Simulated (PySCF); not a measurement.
## Stretching KS

Set-up: PySCF, no relativity, basis sets K def2-SVPD, S def2-SVPD. Energies in eV from K + S in their ground configurations at the same level. State: ²Π (doublet), unpaired electrons π ↑.

All columns are PBE0. A positive dipole means K(−)S(+).

| R (Å) | E (eV) | μ (D) | Mulliken charge on K (basis-dependent) | HOMO (eV) | LUMO (eV) | Mayer bond order | ⟨S²⟩ |
| --- | --- | --- | --- | --- | --- | --- | --- |
| 2.463 | -2.178 | -9.00 | 0.95 | -4.97 | -2.39 | 0.08 | 0.75 |
| 2.578 | -2.467 | -9.47 | 0.96 | -4.85 | -2.26 | 0.05 | 0.75 |
| 2.692 | -2.623 | -9.93 | 0.95 | -4.73 | -2.15 | 0.05 | 0.75 |
| 2.778 | -2.677 | -10.28 | 0.95 | -4.64 | -2.07 | 0.06 | 0.75 |
| 2.864 | -2.690 | -10.63 | 0.94 | -4.57 | -1.99 | 0.09 | 0.75 |
| 2.950 | -2.674 | -10.99 | 0.92 | -4.49 | -1.92 | 0.12 | 0.75 |
| 3.064 | -2.619 | -11.46 | 0.90 | -4.40 | -1.83 | 0.18 | 0.75 |
| 3.208 | -2.515 | -12.04 | 0.87 | -4.30 | -1.72 | 0.25 | 0.76 |
| 3.380 | -2.362 | -12.74 | 0.83 | -4.18 | -1.81 | 0.32 | 0.76 |
| 3.609 | -2.138 | -13.66 | 0.80 | -4.04 | -1.96 | 0.38 | 0.76 |

A fit through these points gives, at Re = 2.857 Å, μ = -10.60 D and dμ/dR = -4.09 D/Å; the reduced mass is 17.56 u.

Task: How strong is the fundamental in the double-harmonic approximation, I = 42.26·(dμ/dR)²/μred km/mol?

Result: I = 42.26·(-4.09)²/17.56 = 40.3 km/mol at PBE0.

The state is the lowest determinant that a PBE0 search found; another state may lie lower at other levels.
